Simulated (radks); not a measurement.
Values are calculated unless marked as measured or tabulated.
Ir70+, configuration [He] 2s2 2p3 (the NIST ground configuration).

Level of theory: scalar-relativistic Kohn-Sham, SCAN, spin-polarised, spherical densities, finite nucleus; open shells are filled with parallel spins first (spin-orbit coupling, left out, can overturn this in heavy ions); meta-GGA in the generalised Kohn-Sham scheme; Fermi nuclear charge, rms radius 5.4032 fm (a radial shooting solver on a logarithmic mesh with Libxc functionals).

Energy parts (eV):
part                      energy
total                 -275026.90
kinetic                321033.89
electron-nucleus      -605802.40
Hartree                 12704.58
exchange-correlation    -2962.97

Orbitals (lengths in bohr, moments of r in powers of bohr; r(max) is where P^2 peaks; r(90%) holds 90 % of the orbital's charge):
orbital  occ.  eigenvalue (eV)   r(max)  r(90%)       <r^4>
1s up       1        -83831.79  0.01081  0.0318   4.761e-07
1s down     1        -83751.50  0.01081  0.0317   4.739e-07
2s up       1        -20172.08  0.06118   0.110  0.00006166
2s down     1        -20044.19  0.06130   0.111  0.00006241
2p up       3        -18536.18  0.05010   0.103  0.00004707

The highest occupied level is 2p up at -18536.2 eV. Summed over all electrons, <r^2> = 0.02772 bohr^2, which gives a Langevin (diamagnetic) susceptibility term of -0.022 x 10^-6 cm^3/mol. Spin moment in Bohr magnetons: 3. The density falls to 0.001 e/bohr^3 at r = 0.29 bohr. For comparison, the ionisation energy in NIST's Atomic Spectra Database is 18120 eV (theoretical). In exact Kohn-Sham theory the highest level is minus the ionisation energy, but local and semilocal functionals leave it too shallow, through self-interaction and a potential that decays too fast; potentials with the right tail come closer. The spin density at the nucleus is -217 e/bohr^3 (1s -1357, 2s 1140).

Empty levels of this run are not shown, since the potential may be unsettled where no density lies.
